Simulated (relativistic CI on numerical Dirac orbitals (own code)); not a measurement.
Ligand-field terms of d3

Computed with a parametric ligand-field model of a d^n configuration (Racah B and C, spin-orbit zeta, crystal field), exact diagonalisation.

Field parameters in Wybourne normalisation: Oh B⁴₀ = 21Dq, B⁴₄ = √(5/14) B⁴₀; Td as Oh with Dq negative (B⁴₀ = 21Dq, B⁴₄ = √(5/14) B⁴₀). The field is a parameter set, without covalency.

**Question.** Ground term and bands for B = 920, C = 3540, ζ = 0 cm⁻¹, Td, 10Dq = -3050 cm⁻¹?

**Answer.** Ground term 4T1 with 1.86 electrons in the two orbitals of the cubic e set. Spin-allowed: 4T2 2535 cm⁻¹, 4A2 5585 cm⁻¹ (1791 nm), 4T1 15819 cm⁻¹ (632 nm). Lowest spin-forbidden: 2E 13584 cm⁻¹ (736 nm), 2T2 15243 cm⁻¹ (656 nm), 2T1 15417 cm⁻¹ (649 nm).

**Question.** Ground term and bands for B = 410, C = 1700, ζ = 0 cm⁻¹, Td, 10Dq = -4850 cm⁻¹?

**Answer.** Ground term 4T1 with 1.93 electrons in the two orbitals of the cubic e set. Spin-allowed: 4T2 4278 cm⁻¹ (2338 nm), 4A2 9128 cm⁻¹ (1096 nm), 4T1 9856 cm⁻¹ (1015 nm). Lowest spin-forbidden: 2E 3253 cm⁻¹ (3074 nm), 2T1 7239 cm⁻¹ (1381 nm), 2T2 7442 cm⁻¹ (1344 nm).

**Question.** A d3 ion in Oh symmetry has the ground term 4A2 and bands at 2E 9524 cm⁻¹ (1050 nm), 2T1 9715 cm⁻¹ (1029 nm), 2T2 15494 cm⁻¹ (645 nm), 4T2 37350 cm⁻¹ (268 nm), 4T1 41980 cm⁻¹ (238 nm), 4T1 76070 cm⁻¹ (131 nm). Which parameters reproduce them?

**Answer.** B = 400, C = 2070, ζ = 0 cm⁻¹, Oh, 10Dq = 37350 cm⁻¹.

**Question.** A d3 ion in Td symmetry has the ground term 4T1 and bands at 4T2 2477 cm⁻¹, 4A2 5427 cm⁻¹ (1843 nm), 2E 8771 cm⁻¹ (1140 nm), 2T2 10716 cm⁻¹ (933 nm), 2T1 10790 cm⁻¹ (927 nm), 4T1 12053 cm⁻¹ (830 nm). Which parameters reproduce them?

**Answer.** B = 670, C = 2410, ζ = 0 cm⁻¹, Td, 10Dq = -2950 cm⁻¹.

**Question.** Ground term and bands for B = 360, C = 1310, ζ = 0 cm⁻¹, Oh, 10Dq = 10300 cm⁻¹?

**Answer.** Ground term 4A2 with 0.00 electrons in the two orbitals of the cubic e set. Spin-allowed: 4T2 10300 cm⁻¹ (971 nm), 4T1 14012 cm⁻¹ (714 nm), 4T1 22288 cm⁻¹ (449 nm). Lowest spin-forbidden: 2E 6610 cm⁻¹ (1513 nm), 2T1 6932 cm⁻¹ (1443 nm), 2T2 10208 cm⁻¹ (980 nm). With an A2 ground term the first spin-allowed band lies at |10Dq| itself.
